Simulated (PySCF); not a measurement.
Compound: C₆H₄ClNS.
SMILES: `c1c(c2c(s1)cc[nH]2)Cl`

Linear response at wB97X-D/def2-SVPD (PySCF, frozen core in the response, non-relativistic). Isolated species at its PBE0-D3(BJ)/def2-SVP geometry, gas phase.

Static isotropic polarisability: 106.56 au (15.79 Å³), principal values 64.0, 123.5, 132.2 au.

Q: What is the polarisability at 1064 nm and at the sodium D line?

A: 107.95 au at 1064 nm (+1.3 %), 111.44 au at 589.3 nm (+4.6 %). The rise at 589.3 nm is 3.50 times that at 1064 nm; a pure ω² law gives 3.26. The lowest singlet lies at 240 nm, shorter than both wavelengths.

Q: What is the isotropic C6 coefficient between two such molecules, C6 = (3/π)∫α(iω)² dω?

A: 4168 au (Eh·bohr⁶) by a ten-point quadrature over imaginary frequencies, which is 2490 eV·Å⁶ or 240 J·nm⁶/mol.

Q: Which effective excitation energy ω̄ makes London's formula C6 = (3/4)α²ω̄ exact here?

A: ω̄ = 4·C6/(3α²) = 0.489 Eh = 13.3 eV. A one-pole form α(ω) = α/(1 − ω²/ω̄²) fitted to the 1064 nm value gives 10.2 eV.

Q: What n − 1 at the D line would an ideal gas of it have at 273.15 K and 1 atm (2.6868 × 10¹⁹ cm⁻³), by n − 1 = 2π·N·α′?

A: 27.88 × 10⁻⁴, a formal value whether or not that pressure can be reached.

Q: What molar refraction at the D line follows from R = (4π/3)·N_A·α′, with α′ the polarisability volume?

A: α′ = 16.51 Å³ gives R = 41.66 cm³/mol, for isolated, non-vibrating species.

Q: How anisotropic is the static polarisability, by Δα² = ½[(α1 − α2)² + (α2 − α3)² + (α3 − α1)²]?

A: Δα = 64.3 au, or 0.60 of the isotropic value.

Hardware: an Arm Neoverse N1 with one thread, shared host. Cost: 1.7 min of wall time, 0.99 GiB resident at most. This is the whole response run at wB97X-D/def2-SVPD, SCF included.

The pairwise dispersion term of wB97X-D wasn't added to the energies; at a given geometry it leaves orbitals and properties as they are.
